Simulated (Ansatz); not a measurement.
Reactions of `[GeH3][Te][GeH3]`.

Computed with Ansatz on PBE0-D4/def2-TZVP structures; ΔE is electronic, products minus reactants. CCSD(T)/CBS adds triple-zeta CCSD(T) − MP2 to the extrapolated MP2 energy (def2 sets, frozen cores). This one scheme is used for every species. def2 core potentials past Kr. For Ge, Te outer-core shells are correlated without core-valence functions, which leaves a few kJ/mol of doubt a bond. Scalar relativity is left out up to krypton. Each species was taken in one conformer, which may not be the lowest.

Problem. Order these by ΔE at CCSD(T)/CBS, lowest first. (Estimate.)
A. `[GeH3][Te][GeH3]` + `C=CNC` → `C=C[NH][GeH3]` + `C[Te][GeH3]`
B. `[GeH3][Te][GeH3]` + HCl → `[Cl][GeH3]` + `[GeH3][TeH]`
C. `[GeH3][Te][GeH3]` + `NC=O` → `O=C[NH][GeH3]` + `[GeH3][TeH]`
D. `[GeH3][Te][GeH3]` + `C[SiH](N)Cl` → `N[SiH](Cl)[GeH3]` + `C[Te][GeH3]`
E. `[GeH3][Te][GeH3]` + `CC=N` → `C/C=[N]\[GeH3]` + `[GeH3][TeH]`

Solution. B (+3.9 kJ/mol), A (+29.6 kJ/mol), C (+54.7 kJ/mol), E (+80.1 kJ/mol), D (+102.4 kJ/mol).

Largest T1 diagnostic: 0.016, for `NC=O`.
